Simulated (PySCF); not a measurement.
An unknown is described by computed data only.

Formula: C5H4F4O.

| Quantity | Value |
| --- | --- |
| Rotational structure | rotational constants A, B, C: 1.970, 1.338, 0.941 GHz [GFN2-xTB] |
| 13C NMR | chemical shifts (computed TMS as zero) by class: 99.2 (1 C), 97.9 (1 C), 94.8 (1 C), 87.9 (1 C), 39.3 (1 C) ppm [GIAO PBE0/pcSseg-1] |
| NMR, other nuclei | isotropic shieldings of nuclei other than C and H, by class: 214 (1 O), 351 (1 F), 362 (1 F), 393 (1 F), 428 (1 F) ppm [GIAO PBE0/pcSseg-1] |
| Dipole | 4.08 D [PBE0/def2-SVPD] |
| Polarisability | 59.5 au [PBE0/def2-SVPD] |
| Triplet | lowest triplet excitation (Tamm–Dancoff): 7.21 eV [TDA PBE0/def2-SVPD] |
| UV, first state | lowest singlet excitation: 7.63 eV (163 nm, f = 0.011) [TDDFT PBE0/def2-SVPD] |
| UV, strongest line | among the 6 lowest singlet transitions: S6 at 8.94 eV (139 nm, f = 0.015) [TDDFT PBE0/def2-SVPD] |

The electronic properties come from PySCF, for the isolated species, density fitting. Levels stand in brackets. NMR shifts are as computed; neighbouring signals can stand in another order in a measured spectrum. Isolated species at its GFN2-xTB geometry (one conformer only). NMR values are class means; diastereotopic atoms form classes of their own.

Question: Give a SMILES that accounts for the data.

Answer: Numbering: `[F:1][C@@H:2]1[CH2:3][C@:4]2([F:5])[O:6][C@:7]2([F:8])[C@@H:9]1[F:10]`. Its formula, C5H4F4O, gives 2 degrees of unsaturation: 2 rings and 0 π bonds in the structure found. 5 carbons fall into 5 classes; from least to most shielded: sp3 C–F carbon [C7] (99.2 ppm), sp3 C–F carbon [C4] (97.9 ppm), sp3 C–F carbon [C9] (94.8 ppm), sp3 C–F carbon [C2] (87.9 ppm), ring CH2 carbon [C3] (39.3 ppm). The other shieldings belong to: 214 ppm, epoxide oxygen [O6]; 351 ppm, alkyl fluorine [F5]; 362 ppm, alkyl fluorine [F8]; 393 ppm, alkyl fluorine [F1]; 428 ppm, alkyl fluorine [F10]. The optimised geometry has point group C1 and is an asymmetric top. Structure: `F[C@@H]1C[C@]2(F)O[C@]2(F)[C@@H]1F`. Computed isomers that give other values at the same levels: `C/C=C(/C(=O)F)C(F)(F)F` (13C chemical shifts (computed TMS as zero) by class: 165.7 (1 C), 159.1 (1 C), 131.9 (1 C), 128.1 (1 C), 17.2 (1 C) ppm); `O=C(F)C1(C(F)(F)F)CC1` (13C chemical shifts (computed TMS as zero) by class: 170.8 (1 C), 133.2 (1 C), 28.0 (1 C), 20.3 (2 C) ppm); `FC(F)(F)[C@]1(F)C=COC1` (13C chemical shifts (computed TMS as zero) by class: 164.6 (1 C), 132.9 (1 C), 108.8 (1 C), 102.7 (1 C), 78.5 (1 C) ppm). The assignments are read from this structure; whether some other isomer fits the data as well wasn't checked. The mirror image fits equally.
